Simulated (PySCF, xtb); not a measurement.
C₃H₈O₂Si, SMILES OC[SiH]1COC1.

GFN2-xTB (xtb 6.7.1) at its own geometry gives an orbital gap of 4.44 eV and a dipole moment of 2.89 D.

Coordinates come from a TPSSh-D3(BJ)/def2-SVP optimisation. A frequency run showed that this geometry is not a minimum. The structure was generated by enumeration, and PubChem lists no compound with its InChIKey, so it may never have been made. Other conformers were not sampled.

Task: What does PBE/def2-TZVP in PySCF give? (The exact figures need the calculation; the answer reports its results.)

Result: gap 4.89 eV (levels -5.67 and -0.78 eV), dipole 2.09 D.
